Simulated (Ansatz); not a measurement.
Several settings on one geometry of GaAs2 (the lowest doublet isomer of a short search) (that of the charge 0 doublet, r2SCAN-D4/def2-TZVP). Ansatz on 4 threads of Arm Neoverse V1 on a shared host; times are rough.

```xyz
3

Ga   -0.4688   -1.5934   -0.0544
As    0.6971    0.6269    1.0008
As   -0.2283    0.9664   -0.9464
```

Totals from different functionals, basis sets or treatments of relativity can't be compared as stabilities.

Correlated methods freeze 27 core orbitals; core or outer-core shells of Ga, As are correlated, in sets that lack core-valence functions.

The spins typed aren't always the lowest for that charge.

(1) Give the basis size and estimate the energy, ⟨S²⟩ and time of these runs.

```
run                 method  charge    state                                                                        further keys
  1       UKS PBE0/cc-pVTZ       0  quartet   fitting: {mean_field: cc-pVTZ-jkfit}; scf: {omitted_lower_state_checks: [starts]}
  2     UHF, mp2/def2-SVPD       0  doublet  pseudopotentials: {relativity: none}; scf: {lower_state_search: off}; forces asked
  3  UKS B97M-V/def2-TZVPD       0  doublet                                                      scf: {lower_state_search: off}
```

## Answers

(1) 
```json
{"run": "1", "functions": "129", "energy (Eh)": "-6395.8884", "⟨S²⟩": "3.77", "wall time": "4.7 s"}
{"run": "2", "functions": "114", "energy (Eh)": "-6391.5019", "⟨S²⟩": "1.20", "wall time": "9 s"}
{"run": "3", "functions": "162", "energy (Eh)": "-6395.4259", "⟨S²⟩": "0.76", "wall time": "8.5 s"}
```

At UHF, mp2/def2-SVPD the charge 0 doublet is spin-contaminated (final ⟨S²⟩ up to 1.20, 0.75 for a pure state).
